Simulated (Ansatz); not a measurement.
Species: CH$_{5}$AlO, net charge 0, singlet state. SMILES: C[O][AlH2]
Geometry from a B3LYP-D3(BJ)/def2-TZVP (Ansatz, an electronic-structure program) optimisation:
```xyz
8

C     -1.6248    -0.2549    -0.3188
O     -0.2819    -0.5433    -0.0121
Al     1.1181     0.3774     0.2019
H     -1.8016     0.8191    -0.4490
H     -1.9127    -0.7642    -1.2427
H     -2.2749    -0.6146     0.4834
H      2.4281    -0.4185     0.5458
H      1.0297     1.9468     0.0473
```
Charge 0, spin multiplicity 1.

Parts of the frozen-core correlation energy in STO-3G (Ansatz, hartree). Frozen orbitals: 7; correlated occupied orbitals by spin: 9 and 9; virtual: 8 and 8. Spin-orbit coupling is left out. Non-relativistic.

```tsv
term	value
reference (HF)	-353.18392
MP2 opposite-spin	-0.10485
MP2 same-spin	___
CCSD correlation	___
(T)	___
T1 diagnostic	0.017
largest doubles amplitude	0.062
```

What belongs in the gaps?


- MP2 same-spin, value: -0.01439
- CCSD correlation, value: -0.15776
- (T), value: -0.00365
